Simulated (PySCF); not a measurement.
Species: C4H7NSi.
SMILES with atom numbers: `[N:1]#[C:2][CH:3]1[CH2:4][SiH2:5][CH2:6]1` (hydrogens: H7 on C3; H8, H9 on C4; H10, H11 on Si5; H12, H13 on C6)

The same species was optimised twice, with GFN2-xTB and with PBE0-D3(BJ)/def2-SVP (PySCF), and the same property calculations (PySCF, gas phase) were run on both structures.

```
   coordinate  GFN2-xTB  PBE0-D3(BJ)/def2-SVP  change
    C2–C3 (Å)     1.434                 1.458  +0.024
   Si5–C6 (Å)     1.914                 1.899  -0.015
   C4–Si5 (Å)     1.914                 1.900  -0.014
    N1≡C2 (Å)     1.145                 1.158  +0.013
    C3–C4 (Å)     1.551                 1.559  +0.008
    C3–C6 (Å)     1.551                 1.558  +0.007
C3–C4–Si5 (°)      91.0                  86.8    -4.2
C3–C6–Si5 (°)      91.0                  86.9    -4.1
 C2–C3–C4 (°)     112.7                 115.6    +2.9
 C2–C3–C6 (°)     112.8                 115.5    +2.7
C4–Si5–C6 (°)      76.7                  78.2    +1.5
 C4–C3–C6 (°)     100.0                 100.5    +0.5
 N1–C2–C3 (°)     177.7                 178.1    +0.4
```

Rotational constants: A = 7557, B = 1781, C = 1623 MHz (GFN2-xTB) against A = 8367, B = 1708, C = 1527 MHz (PBE0-D3(BJ)/def2-SVP). Point groups within 0.08 Å: Cs and Cs.

On the GFN2-xTB structure: HOMO (eV) -8.65 [PBE0/pcSseg-1]; LUMO (eV) -0.33 [PBE0/pcSseg-1]; dipole (D) 4.20 [PBE0/pcSseg-1]; GIAO shielding of N1 (ppm) -31.4 [PBE0/pcSseg-1]; GIAO shielding of C2 (ppm) 57.9 [PBE0/pcSseg-1]; GIAO shielding of C3 (ppm) 166.7 [PBE0/pcSseg-1]; GIAO shielding of C4/C6 (mean) (ppm) 169.7 [PBE0/pcSseg-1]; GIAO shielding of Si5 (ppm) 386.7 [PBE0/pcSseg-1].

Question: What do these properties become on the PBE0-D3(BJ)/def2-SVP structure?

Answer: 
```csv
property,level,on GFN2-xTB,on PBE0-D3(BJ)/def2-SVP,change
HOMO (eV),PBE0/pcSseg-1,-8.65,-8.74,-0.09
LUMO (eV),PBE0/pcSseg-1,-0.33,-0.28,+0.05
dipole (D),PBE0/pcSseg-1,4.20,4.07,-0.13
"energy, GFN2-xTB geometry as zero (kcal/mol)",PBE0/pcSseg-1,0.0,-2.7,-2.7
GIAO shielding of N1 (ppm),PBE0/pcSseg-1,-31.4,-36.1,-4.7
GIAO shielding of C2 (ppm),PBE0/pcSseg-1,57.9,56.8,-1.1
GIAO shielding of C3 (ppm),PBE0/pcSseg-1,166.7,160.7,-6.0
GIAO shielding of C4/C6 (mean) (ppm),PBE0/pcSseg-1,169.7,166.6,-3.1
GIAO shielding of Si5 (ppm),PBE0/pcSseg-1,386.7,381.9,-4.8
```

The heavy atoms differ by 0.175 Å rms after alignment. Among bonds between heavy atoms C2–C3 changes most (+0.024 Å). Changes are differences of the printed values. Neither structure is proved a minimum here.
